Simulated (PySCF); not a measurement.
B3LYP has the VWN-RPA correlation part, as in Gaussian. Excitations are Tamm–Dancoff values on a coarser integration grid. The basis has no diffuse functions, so Rydberg states are missing or too high.

Z-matrix (Å, degrees):
```
C
H 1 1.0855
Si 1 1.7116 2 118.65
H 3 1.4719 1 121.69 2 179.98
H 3 1.4742 4 114.34 1 -180.00
Si 1 1.8166 2 118.66 3 179.97
N 6 1.5984 1 132.90 2 -0.04
H 7 1.0117 6 122.50 1 0.08
H 6 1.4749 7 116.40 8 -179.97
```
Charge 0, spin multiplicity 1.

**Question.** Give the T1 excitation (TDA), S1 oscillator strength, LUMO, total energy and HOMO–LUMO gap at the level B3LYP-D3(BJ)/def2-TZVP in PySCF.

**Answer.** 
```
Quantity                       Value
----------------------  ------------
T1 excitation (TDA)          2.41 eV
S1 oscillator strength         0.001
LUMO                        -2.56 eV
total energy            -674.8977 Ha
HOMO–LUMO gap                3.96 eV
```
